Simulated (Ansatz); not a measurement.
`C[SiH2]C[SiH2]F` + H₂ → `F[SiH2]C[SiH3]` + CH₄  (hydrogenolysis of the Si–C bond)

Isolated molecules relaxed with PBE0-D4/def2-TZVP in Ansatz; ΔE leaves out vibrations. CCSD(T)/CBS adds triple-zeta CCSD(T) − MP2 to the extrapolated MP2 energy (def2 sets, frozen cores). This one scheme is used for every species. DFT in def2-TZVPP. B3LYP here is the variant with VWN-RPA as its local correlation; programs differ in this. Each species was taken in one conformer, which may not be the lowest.

```
             level  ΔE (kJ/mol)  difference from CCSD(T)/CBS
            PBE-D4        -21.5                          1.4
           PBE0-D4        -24.0                         -1.1
          B3LYP-D4        -27.3                         -4.4
           ωB97X-V        -25.8                         -2.9
               PBE        -26.3                         -3.4
            r2SCAN        -23.6                         -0.7
             B3LYP        -34.7                        -11.8
     HF/def2-TZVPP        -46.6                        -23.7
    MP2/def2-TZVPP        -20.4                          2.5
SCS-MP2/def2-TZVPP        -26.5                         -3.6
CCSD(T)/def2-TZVPP        -25.6                         -2.7
     HF/def2-QZVPP        -46.2                        -23.3
    MP2/def2-QZVPP        -18.7                          4.2
      HF/CBS(def2)        -46.1                        -23.2
     MP2/CBS(def2)        -17.7                          5.2
    CCSD/CBS(def2)        -26.7                         -3.8
       CCSD(T)/CBS        -22.9                            0
```

Largest T1 diagnostic among the species: 0.011.

The D4 term adds +7.4 kJ/mol with B3LYP and +4.2 kJ/mol with PBE0; it sums over pairs of atoms, weighted by their polarisabilities, and B3LYP, whose exchange is more repulsive, gets the larger term. In def2-TZVPP, CCSD(T) changes the Hartree–Fock value by +21.0 kJ/mol (the triples alone add +3.9 kJ/mol) and MP2 by +26.2 kJ/mol.

CCSD(T)/CBS has its own doubt, a few kJ/mol and more with outer-core shells, so smaller differences from it don't rank the levels.
